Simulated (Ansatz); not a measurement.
Geometry optimisation, RKS PBE-D4/def2-SVP (Ansatz 0.2.0).

Input:

```yaml
crystal:
  periodic: [false, false, false]
  atoms:
    - { symbol: B, position_ang: [0.0, 0.0, 0.0] }
    - { symbol: O, position_ang: [0.0, 0.0, 1.76] }
    - { symbol: H, position_ang: [-0.9095, -0.2814, 2.0971] }
    - { symbol: Cl, position_ang: [1.6108, 0.0, -0.93] }
    - { symbol: H, position_ang: [-1.0305, 0.0, -0.595] }
    - { symbol: O, position_ang: [0.3647, 1.5813, 0.5392] }
    - { symbol: C, position_ang: [1.375, 1.9075, 1.4822] }
    - { symbol: H, position_ang: [1.927, 0.9875, 1.767] }
    - { symbol: H, position_ang: [2.0802, 2.6371, 1.0323] }
    - { symbol: H, position_ang: [0.9087, 2.3531, 2.3856] }
    - { symbol: H, position_ang: [0.2407, 1.0435, 1.5173] }
basis:
  gaussian: { orbitals: def2-SVP }
hamiltonian:
  xc: pbe
  dispersion: d4
relax:
  f_tol: 0.15
  max_steps: 25
  restrain:
    - { distance: [0, 5], at: 2.61, k: 30.0 }
    - { distance: [10, 1], at: 2.21, k: 30.0 }
    - { distance: [0, 1], at: 1.41, k: 30.0 }
    - { distance: [10, 5], at: 1.01, k: 30.0 }
```

Command:

```bash
$ ansatz run input.yaml --threads 2 --pin off --max-ram 3072MiB --backend cpu --events-out ev --progress --plain --runs-dir out
```

Problem. Where does it end, and by what steps?

Solution. The run converged. The restraints hold the end off the free minimum. After 15 steps the energy has fallen by 4.027 eV (the restraints' own energy left out); O2 moved furthest, 1.12 Å. Parted: B1–O6 (1.71 → 2.61 Å), O2–H11 (1.10 → 2.21 Å).

| step | energy less start (eV) | largest force component (eV/Å) | accepted |
| --- | --- | --- | --- |
| 0 | 0.0000 | 6.532 | yes |
| 1 | -0.7219 | 3.340 | yes |
| 2 | -0.9993 | 4.098 | yes |
| 3 | -1.6045 | 3.909 | yes |
| 4 | -2.7103 | 2.068 | yes |
| 5 | -3.5521 | 1.637 | yes |
| 6 | -3.8127 | 1.228 | yes |
| 7 | -3.8824 | 0.795 | yes |
| 8 | -3.9171 | 0.984 | yes |
| 9 | -3.9692 | 0.633 | yes |
| 10 | -4.0033 | 0.594 | yes |
| 11 | -3.9939 | 0.897 | no |
| 12 | -4.0159 | 0.631 | yes |
| 13 | -4.0203 | 0.620 | yes |
| 14 | -4.0137 | 0.791 | no |
| 15 | -4.0275 | 0.665 | yes |

```xyz
11
Properties=species:S:1:pos:R:3
B -0.084 -0.382 0.084
O -0.613 -0.815 1.291
H -1.572 -0.638 1.319
Cl 1.620 -0.762 -0.216
H -0.763 0.085 -0.803
O 0.279 1.872 1.343
C 1.617 2.323 1.493
H 2.366 1.515 1.330
H 1.786 3.104 0.725
H 1.798 2.783 2.493
H 0.132 1.144 1.997
```

Time of the run: 37 s on 2 threads of Intel(R) Xeon(R) Platinum 8259CL CPU @ 2.50GHz (Skylake/Cascade Lake), on a shared host, peak memory 0.17 GiB.
